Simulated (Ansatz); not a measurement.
Consider the formal exchange of groups at a C–N bond: `C[NH][GeH2][NH]C` + `FC([SiH3])Cl` → `CC(F)([SiH3])Cl` + `C[NH][GeH2][NH2]`.

Gas-phase electronic energies from Ansatz, PBE0-D4/def2-TZVP geometries. CCSD(T)/CBS adds triple-zeta CCSD(T) − MP2 to the extrapolated MP2 energy (def2 sets, frozen cores). DFT in def2-TZVPP. For Ge outer-core shells are correlated without core-valence functions, which leaves a few kJ/mol of doubt a bond. Scalar relativity is left out up to krypton. Each species was taken in one conformer, which may not be the lowest.

```json
{"level": "r2SCAN-D4", "ΔE (kcal/mol)": "-14.9", "difference from CCSD(T)/CBS": "-0.3"}
{"level": "PBE0-D4", "ΔE (kcal/mol)": "-13.8", "difference from CCSD(T)/CBS": "0.8"}
{"level": "ωB97X-V", "ΔE (kcal/mol)": "-13.7", "difference from CCSD(T)/CBS": "0.9"}
{"level": "ωB97M-V", "ΔE (kcal/mol)": "-14.4", "difference from CCSD(T)/CBS": "0.2"}
{"level": "B2PLYP", "ΔE (kcal/mol)": "-13.7", "difference from CCSD(T)/CBS": "0.9"}
{"level": "r2SCAN", "ΔE (kcal/mol)": "-14.9", "difference from CCSD(T)/CBS": "-0.3"}
{"level": "PBE0", "ΔE (kcal/mol)": "-13.7", "difference from CCSD(T)/CBS": "0.9"}
{"level": "HF/def2-TZVPP", "ΔE (kcal/mol)": "-12.7", "difference from CCSD(T)/CBS": "1.9"}
{"level": "MP2/def2-TZVPP", "ΔE (kcal/mol)": "-15.0", "difference from CCSD(T)/CBS": "-0.4"}
{"level": "CCSD/def2-TZVPP", "ΔE (kcal/mol)": "-13.8", "difference from CCSD(T)/CBS": "0.8"}
{"level": "HF/def2-QZVPP", "ΔE (kcal/mol)": "-12.7", "difference from CCSD(T)/CBS": "1.9"}
{"level": "MP2/def2-QZVPP", "ΔE (kcal/mol)": "-15.3", "difference from CCSD(T)/CBS": "-0.7"}
{"level": "SCS-MP2/def2-QZVPP", "ΔE (kcal/mol)": "-14.3", "difference from CCSD(T)/CBS": "0.3"}
{"level": "HF/CBS(def2)", "ΔE (kcal/mol)": "-12.7", "difference from CCSD(T)/CBS": "1.9"}
{"level": "MP2/CBS(def2)", "ΔE (kcal/mol)": "-15.5", "difference from CCSD(T)/CBS": "-0.9"}
{"level": "CCSD/CBS(def2)", "ΔE (kcal/mol)": "-14.3", "difference from CCSD(T)/CBS": "0.3"}
{"level": "CCSD(T)/CBS", "ΔE (kcal/mol)": "-14.6", "difference from CCSD(T)/CBS": "0"}
```

Largest T1 diagnostic among the species: 0.011.

In def2-TZVPP, CCSD(T) changes the Hartree–Fock value by −1.4 kcal/mol (the triples alone add −0.3 kcal/mol) and MP2 by −2.3 kcal/mol.

CCSD(T)/CBS has its own doubt, a few kJ/mol and more with outer-core shells, so smaller differences from it don't rank the levels.
